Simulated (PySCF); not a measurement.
Si(H)(Cl)(OH)(NH2) (ClH₄NOSi), SMILES N[SiH](O)Cl.

Geometry: PBE0-D3(BJ)/def2-SVP. One conformer was computed; it need not be the lowest.

These are B3LYP/def2-TZVP (PySCF) values and carry that method's errors.

Isolated molecule, no solvent.

Problem. Estimate the frontier levels, gap, dipole moment and polarisability. (An estimate is asked for; the answer gives what the named calculation found.)

Solution. 
```json
{
  "highest_occupied_level": "-7.72 eV",
  "lowest_empty_level": "0.46 eV",
  "orbital_gap": "8.18 eV",
  "dipole_moment": "0.97 D",
  "quadrupole, principal values (traceless, Buckingham form, about the centre of nuclear charge)": "-11.10, 0.70, 10.41 D·Å",
  "mean_static_polarisability": "46.4 bohr³ (6.87 Å³)",
  "polarisability_principal_values": "41.6, 43.9, 53.6 bohr³"
}
```
